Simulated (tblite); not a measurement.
C7H8O2Se.
Atom-mapped SMILES: `[CH3:1][Se:2][c:3]1[cH:4][cH:5][c:6]([C:7]([CH3:8])=[O:9])[o:10]1` (hydrogens: H11, H12, H13 on C1; H14 on C4; H15 on C5; H16, H17, H18 on C8)

Computed with GFN2-xTB (tblite), gas phase: L-BFGS steps from a force-field or distance-geometry start until the largest atomic force falls under 0.01 eV/Å.

Step 8: E = -825.5370 eV
```
atom  x, y, z in Å  |  force x, y, z in eV/Å
C1      3.6741    0.7107    0.1616   -0.073   0.123   0.002
Se2     2.8258   -1.0510    0.3798   -0.170   0.011   0.029
C3      0.9621   -0.9784   -0.0211   -0.047   0.056   0.071
C4      0.2818   -2.0790   -0.4945   -0.033   0.011  -0.075
C5     -1.0706   -1.7246   -0.5069    0.152  -0.036  -0.009
C6     -1.1511   -0.4383   -0.0171    0.159   0.129  -0.017
C7     -2.4194    0.2792    0.0990   -0.185   0.061  -0.044
C8     -2.4985    1.6865    0.6409    0.126   0.089   0.036
O9     -3.4281   -0.2979   -0.2702    0.128   0.160   0.115
O10     0.1068    0.0139    0.2919   -0.025  -0.059  -0.067
H11     4.5940    0.6186    0.7461   -0.147   0.091  -0.128
H12     3.9130    0.9315   -0.8809   -0.114  -0.178   0.120
H13     3.0452    1.4952    0.5742   -0.031  -0.062   0.048
H14     0.7137   -3.0090   -0.8011    0.078  -0.007  -0.032
H15    -1.9078   -2.2991   -0.8459    0.017  -0.048   0.046
H16    -2.6688    2.3723   -0.1912   -0.008  -0.099  -0.017
H17    -3.3701    1.7542    1.2947    0.108  -0.020  -0.068
H18    -1.6108    2.0215    1.1706    0.065  -0.222  -0.012
```

Step 9: E = -825.5462 eV
```
atom  x, y, z in Å  |  force x, y, z in eV/Å
C1      3.6618    0.7056    0.1602   -0.014   0.219   0.016
Se2     2.8163   -1.0413    0.3918   -0.122  -0.184   0.045
C3      0.9620   -0.9777   -0.0219   -0.026   0.127   0.029
C4      0.2844   -2.0762   -0.5006   -0.016  -0.036  -0.008
C5     -1.0676   -1.7246   -0.5047    0.103  -0.020  -0.061
C6     -1.1480   -0.4368   -0.0189    0.107   0.146  -0.025
C7     -2.4180    0.2796    0.0962   -0.192   0.037  -0.007
C8     -2.4939    1.6870    0.6412    0.142   0.045   0.021
O9     -3.4270   -0.3000   -0.2690    0.159   0.188   0.115
O10     0.1099    0.0171    0.2870   -0.085  -0.070  -0.044
H11     4.5821    0.6151    0.7413   -0.088   0.090  -0.079
H12     3.9043    0.9315   -0.8780   -0.121  -0.186   0.024
H13     3.0377    1.4901    0.5735   -0.076   0.022   0.081
H14     0.7211   -3.0057   -0.8014    0.063  -0.017  -0.045
H15    -1.9061   -2.2983   -0.8416    0.012  -0.056   0.043
H16    -2.6632    2.3722   -0.1920    0.006  -0.087   0.008
H17    -3.3644    1.7576    1.2970    0.128  -0.024  -0.080
H18    -1.6003    2.0110    1.1699    0.020  -0.195  -0.033
```

Step 10: E = -825.5559 eV
```
atom  x, y, z in Å  |  force x, y, z in eV/Å
C1      3.6479    0.7037    0.1590    0.000   0.201   0.043
Se2     2.8039   -1.0344    0.4062   -0.028  -0.297   0.063
C3      0.9617   -0.9752   -0.0227   -0.016   0.104  -0.045
C4      0.2878   -2.0741   -0.5073   -0.008  -0.005   0.080
C5     -1.0636   -1.7243   -0.5035    0.044   0.030  -0.095
C6     -1.1439   -0.4334   -0.0219   -0.001   0.074  -0.062
C7     -2.4171    0.2816    0.0938   -0.079   0.010   0.035
C8     -2.4867    1.6878    0.6415    0.117  -0.020  -0.010
O9     -3.4251   -0.3000   -0.2663    0.091   0.161   0.083
O10     0.1121    0.0204    0.2811   -0.105  -0.023   0.000
H11     4.5677    0.6128    0.7349    0.008   0.093  -0.004
H12     3.8924    0.9282   -0.8752   -0.128  -0.167  -0.101
H13     3.0276    1.4855    0.5744   -0.130   0.127   0.109
H14     0.7304   -3.0021   -0.8025    0.048  -0.030  -0.056
H15    -1.9036   -2.2982   -0.8359    0.008  -0.058   0.036
H16    -2.6567    2.3707   -0.1926    0.032  -0.048   0.018
H17    -3.3556    1.7610    1.2983    0.123  -0.019  -0.063
H18    -1.5880    1.9961    1.1686    0.023  -0.131  -0.030
```

Q: Estimate the geometry and energy of step 11. (The exact step hangs on the optimiser's Hessian estimate; all steps are aligned on step 10, rigid shifts and turns removed.)

A: E = -825.5661 eV, largest force 0.308 eV/Å
```
atom  x, y, z in Å  |  force x, y, z in eV/Å
C1      3.6324    0.7049    0.1586   -0.025   0.099   0.070
Se2     2.7902   -1.0322    0.4236    0.088  -0.287   0.070
C3      0.9609   -0.9709   -0.0250    0.011   0.064  -0.090
C4      0.2916   -2.0715   -0.5129    0.015  -0.021   0.121
C5     -1.0587   -1.7233   -0.5040   -0.054   0.068  -0.117
C6     -1.1400   -0.4290   -0.0266   -0.108  -0.029  -0.096
C7     -2.4160    0.2842    0.0922    0.088  -0.012   0.061
C8     -2.4770    1.6881    0.6415    0.075  -0.076  -0.036
O9     -3.4226   -0.2980   -0.2623   -0.050   0.087   0.029
O10     0.1129    0.0244    0.2750   -0.083   0.039   0.041
H11     4.5521    0.6118    0.7280    0.103   0.106   0.068
H12     3.8767    0.9218   -0.8744   -0.145  -0.138  -0.186
H13     3.0137    1.4831    0.5774   -0.155   0.196   0.109
H14     0.7415   -2.9985   -0.8047    0.008   0.006  -0.047
H15    -1.9008   -2.2990   -0.8289    0.015  -0.051   0.024
H16    -2.6486    2.3683   -0.1930    0.065   0.003   0.014
H17    -3.3435    1.7646    1.2988    0.095  -0.009  -0.024
H18    -1.5737    1.9775    1.1667    0.058  -0.045  -0.011
```

The energy changes by -0.0103 eV. The first-order estimate −F·Δx gives -0.0138 eV and the mean of the old and new forces, exact on a quadratic surface, -0.0103 eV. The step makes an angle of 66° with the force vector and moves no atom by more than 0.024 Å.

The cost below is that of the whole relaxation. The run took 0.91 s on one thread, Arm Neoverse V2 (aarch64), no GPU, shared host with 96 logical CPUs at a one-minute load of 50.
